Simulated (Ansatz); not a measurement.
Molecule: C7H15, net charge 0, doublet state. It need not be the lowest isomer of its formula. SMILES: [CH2]C(C)CC(C)C
Geometry from a B3LYP-D3(BJ)/def2-TZVP (Ansatz, a first-principles code) optimisation:
```xyz
22

C      2.4053    -1.1300     0.0541
C      1.2395    -0.3021     0.4666
C      1.6663     1.1280     0.8168
C      0.1369    -0.3453    -0.6061
C     -1.1723     0.3819    -0.2766
C     -1.8395    -0.1615     0.9873
C     -2.1285     0.2974    -1.4675
H      2.2670    -2.0202    -0.5454
H      3.3932    -0.9339     0.4494
H      0.8223    -0.7486     1.3845
H      2.0199     1.6522    -0.0743
H      2.4783     1.1211     1.5464
H      0.8427     1.7017     1.2429
H     -0.0962    -1.3950    -0.8194
H      0.5474     0.0703    -1.5323
H     -0.9455     1.4404    -0.1116
H     -2.7898     0.3434     1.1729
H     -1.2164    -0.0257     1.8723
H     -2.0454    -1.2310     0.8853
H     -3.0510     0.8487    -1.2739
H     -1.6736     0.7084    -2.3712
H     -2.3990    -0.7419    -1.6738
```
Charge 0, spin multiplicity 2.

Computed values are from Ansatz. Cores are frozen in the correlated levels unless marked. Open shells are spin-unrestricted. No spin-orbit coupling. Non-relativistic. CBS marks a two-point X^-3 extrapolation of the correlation energy; Hartree-Fock from the larger set. [CCSD(T)-MP2]/basis is that difference in the basis named.

Question: What is the atomisation energy De at RI-MP2/CBS(cc-pVTZ,cc-pVQZ)+[CCSD(T)-MP2]/cc-pVTZ?

Answer: 2076.7 kcal/mol.

Question: What is the total energy at RI-MP2/CBS(cc-pVTZ,cc-pVQZ)+[CCSD(T)-MP2]/cc-pVTZ?

Answer: -275.3482 Eh.

Question: What is the dipole moment at CCSD(T)/aug-cc-pVDZ?

Answer: 0.37 D.

Question: What is the T1 diagnostic at CCSD/cc-pVTZ?

Answer: 0.010.
